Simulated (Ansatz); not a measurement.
`C[CH2][Zn][OH]` + `C[O][Ga]([F])[Cl]` → `C[CH2][Zn][F]` + `C[O][Ga]([OH])[Cl]`  (redistribution)

Computed with Ansatz on PBE0-D4/def2-TZVP structures; ΔE is electronic, products minus reactants. CBS: MP2 limit from def2 TZ/QZ plus the TZ coupled-cluster correction, frozen cores. Functionals use def2-TZVPP. For Ga, Zn outer-core shells are correlated without core-valence functions, which leaves a few kJ/mol of doubt a bond. Scalar relativity is left out up to krypton. Each species was taken in one conformer, which may not be the lowest.

```csv
species,r2SCAN energy (Eh)
`C[CH2][Zn][OH]`,-1934.42125
`C[O][Ga]([F])[Cl]`,-2600.11401
`C[CH2][Zn][F]`,-1958.46137
`C[O][Ga]([OH])[Cl]`,-2576.08117
```

Problem. Work out ΔE.

Solution. ΔE = (-1958.46137) + (-2576.08117) − (-1934.42125) − (-2600.11401) = -0.00728 Eh = -19.1 kJ/mol. CCSD(T)/CBS gives -22.8 kJ/mol.

Largest T1 diagnostic among the species: 0.015.

In def2-TZVPP, CCSD(T) changes the Hartree–Fock value by +3.7 kJ/mol (the triples alone add +0.8 kJ/mol) and MP2 by +5.2 kJ/mol.
